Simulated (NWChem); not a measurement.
**Atomisation of C3H8N**

```
C
N 1 1.4049
H 2 1.0253 1 115.43
H 2 1.0253 3 110.40 1 -133.16
C 1 1.4912 2 117.47 3 -146.10
H 5 1.1085 1 111.38 2 -164.28
H 5 1.1133 6 107.25 1 -122.55
H 5 1.1258 6 106.57 7 -113.20
C 1 1.4912 2 117.47 3 15.31
H 9 1.1085 1 111.38 2 164.28
H 9 1.1133 10 107.25 1 122.55
H 9 1.1258 10 106.57 11 113.20
```
Charge 0, spin multiplicity 2.

All runs are NWChem calculations. Structure: optimised with UPBE/def2-SVP, a minimum by its harmonic frequencies. It is one conformer; others weren't searched.

Basis set: def2-TZVP. The atomisation energy is electronic alone: no zero-point, thermal, spin-orbit or counterpoise terms. No value is extrapolated to the basis-set limit. Free atoms are single determinants with multiplicities C 3, N 4, H 2.

B3LYP has NWChem's definition, with VWN1-RPA local correlation. The structure started from a generated list of species. The unpaired electrons of the parent sit in orbitals of symmetry a' (Cs labels of the run); other states weren't searched. No SCF solution was tested for a lower state.

### Question
One of these methods gave an atomisation energy of 1229.3 kcal/mol. Which?
A. BP86
B. LDA (SVWN5)
C. PBE0
D. B3LYP

### Answer
B, LDA (SVWN5). The others give 1079.7 (PBE0), 1110.0 (BP86), 1073.0 (B3LYP).
